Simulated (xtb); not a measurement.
xtb input (GFN2-xTB):

```bash
xtb mol.xyz --gfn 2 --ohess tight --chrg 1 --uhf 0
```
mol.xyz:
```
3

Ga    -0.00813601     0.00366353     0.03156162
Cl     1.50552695     0.35932690    -1.36281155
Cl    -1.48238414    -0.32621003     1.42472460
```

Output:

```
           -------------------------------------------------
          |                Calculation Setup                |
           -------------------------------------------------

           -------------------------------------------------
          |                 G F N 2 - x T B                 |
           -------------------------------------------------

        Reference                      10.1021/acs.jctc.8b01176
      * Hamiltonian:
        H0-scaling (s, p, d)           1.850000    2.230000    2.230000
        zeta-weighting                 0.500000
      * Dispersion:
        s8                             2.700000
        a1                             0.520000
        a2                             5.000000
        s9                             5.000000
      * Repulsion:
        kExp                           1.500000    1.000000
        rExp                           1.000000
      * Coulomb:
        alpha                          2.000000
        third order                    shell-resolved
        anisotropic                    true
        a3                             3.000000
        a5                             4.000000
        cn-shift                       1.200000
        cn-exp                         4.000000
        max-rad                        5.000000

          ...................................................
          :                      SETUP                      :
          :.................................................:
          :  # basis functions                  30          :
          :  # atomic orbitals                  27          :
          :  # shells                            9          :
          :  # electrons                        16          :
          :  max. iterations                   250          :
          :  Hamiltonian                  GFN2-xTB          :
          :  restarted?                      false          :
          :  GBSA solvation                  false          :
          :  PC potential                    false          :
          :  electronic temp.          300.0000000     K    :
          :  accuracy                    1.0000000          :
          :  -> integral cutoff          0.2500000E+02      :
          :  -> integral neglect         0.1000000E-07      :
          :  -> SCF convergence          0.1000000E-05 Eh   :
          :  -> wf. convergence          0.1000000E-03 e    :
          :  Broyden damping             0.4000000          :
          :  net charge                          1          :
          :  unpaired electrons                  0          :
          ...................................................

 iter      E             dE          RMSdq      gap      omega  full diag
   1     -9.9316861 -0.993169E+01  0.360E+01    2.68       0.0  T
   2     -9.9434438 -0.117577E-01  0.211E+01    3.01       1.0  T
   3     -9.9428266  0.617143E-03  0.406E+00    2.97       1.0  T
   4     -9.9450076 -0.218095E-02  0.716E-01    3.07       1.0  T
   5     -9.9450948 -0.872026E-04  0.543E-01    3.10       1.0  T
   6     -9.9451892 -0.944168E-04  0.493E-01    3.10       1.0  T
[...]
   full:        0.010       0.023       0.059       0.163
molecular quadrupole (traceless):
                xx          xy          yy          xz          yz          zz
 q only:        2.703       1.729      -4.435      -7.030      -1.611       1.732
  q+dip:        4.037       2.582      -6.621     -10.496      -2.406       2.584
   full:        2.423       1.550      -3.976      -6.301      -1.444       1.553

           -------------------------------------------------
          |                Geometry Summary                 |
           -------------------------------------------------

      molecular mass/u    :      140.6289412
   center of mass at/Å    :        0.0050214       0.0122759       0.0311647
  moments of inertia/u·Å² :        0.6780464E-06   0.3038741E+03   0.3038741E+03
rotational constants/cm⁻¹ :        0.2486206E+08   0.5547571E-01   0.5547571E-01

 * 2 selected distances

     #   Z          #   Z                                           value/Å
     1  31 Ga       2  17 Cl                                      2.0700955 (min)
     1  31 Ga       3  17 Cl                                      2.0702419 (max)

 * 1 distinct bonds (by element types)

   Z      Z             #   av. dist./Å        max./Å        min./Å
  17 Cl  31 Ga          2     2.0701687     2.0702419     2.0700955

           -------------------------------------------------
          |               Frequency Printout                |
           -------------------------------------------------
 vibrational frequencies (cm⁻¹)
eigval :        0.00     0.00     0.00     0.00     0.00    98.18
eigval :       98.18   314.14   450.41
 reduced masses (amu)
   1: 35.45   2: 35.45   3: 52.42   4: 52.44   5: 52.44   6: 52.76   7: 52.74   8: 35.45
   9: 52.73
 IR intensities (km·mol⁻¹)
   1:  0.00   2:  0.00   3:  6.86   4:  6.90   5:  6.70   6:  0.34   7:  0.36   8:  0.00
   9:  6.79
 Raman intensities (Ä⁴*amu⁻¹)
   1:  0.00   2:  0.00   3:  0.00   4:  0.00   5:  0.00   6:  0.00   7:  0.00   8:  0.00
   9:  0.00
 output can be read by thermo (or use thermo option).
 writing <g98.out> molden fake output.
 recommended (thermochemical) frequency scaling factor: 1.0
           -------------------------------------------------
          |             Thermodynamic Functions             |
           -------------------------------------------------

din symmetry found (for desy threshold:  0.10E+00) used in thermo

          ...................................................
          :                      SETUP                      :
          :.................................................:
          :  # frequencies                           4      :
          :  # imaginary freq.                       0      :
          :  linear?                              true      :
          :  only rotor calc.                    false      :
          :  symmetry                              din      :
          :  rotational number                       2      :
          :  scaling factor                  1.0000000      :
          :  rotor cutoff                   50.0000000 cm⁻¹ :
          :  imag. cutoff                  -20.0000000 cm⁻¹ :
          :.................................................:

    mode    ω/cm⁻¹     T·S(HO)/kcal·mol⁻¹    T·S(FR)/kcal·mol⁻¹   T·S(vib)
   ------------------------------------------------------------------------
Note: The following floating-point exceptions are signalling: IEEE_DENORMAL
normal termination of xtb
       1     98.18    -1.04059 ( 93.70%)    -0.85641 (  6.30%)    -1.02898
       2     98.18    -1.04058 ( 93.70%)    -0.85640 (  6.30%)    -1.02897
   ------------------------------------------------------------------------

   temp. (K)  partition function   enthalpy   heat capacity  entropy
                                   cal/mol     cal/K/mol   cal/K/mol   J/K/mol
 298.15  VIB   10.2                 1344.451      6.787      9.038
         ROT  0.187E+04              592.502      1.987     16.956
         INT  0.190E+05             1936.953      8.774     25.994
         TR   0.161E+28             1481.254      4.968     40.716
         TOT                        3418.2065    13.7421    66.7100   279.1147

       T/K    H(0)-H(T)+PV         H(T)/Eh          T*S/Eh         G(T)/Eh
   ------------------------------------------------------------------------
    298.15    0.544726E-02    0.763637E-02    0.316961E-01   -0.240597E-01
   ------------------------------------------------------------------------

         :::::::::::::::::::::::::::::::::::::::::::::::::::::
         ::                  THERMODYNAMIC                  ::
         :::::::::::::::::::::::::::::::::::::::::::::::::::::
         :: total free energy          -9.960131562346 Eh   ::
         ::.................................................::
         :: total energy               -9.936071853542 Eh   ::
         :: zero point energy           0.002189114379 Eh   ::
         :: G(RRHO) w/o ZPVE           -0.026248823183 Eh   ::
         :: G(RRHO) contrib.           -0.024059708804 Eh   ::
         :::::::::::::::::::::::::::::::::::::::::::::::::::::

optimized geometry written to: xtbopt.xyz

           -------------------------------------------------
          | TOTAL ENERGY               -9.936071853542 Eh   |
          | TOTAL ENTHALPY             -9.928435480451 Eh   |
          | TOTAL FREE ENERGY          -9.960131562346 Eh   |
          | GRADIENT NORM               0.000046661828 Eh/α |
          | HOMO-LUMO GAP               3.131826560270 eV   |
           -------------------------------------------------

------------------------------------------------------------------------
------------------------------------------------------------------------
 total:
 SCF:
 ANC optimizer:
 analytical hessian:
```

It need not be the lowest isomer of its formula.
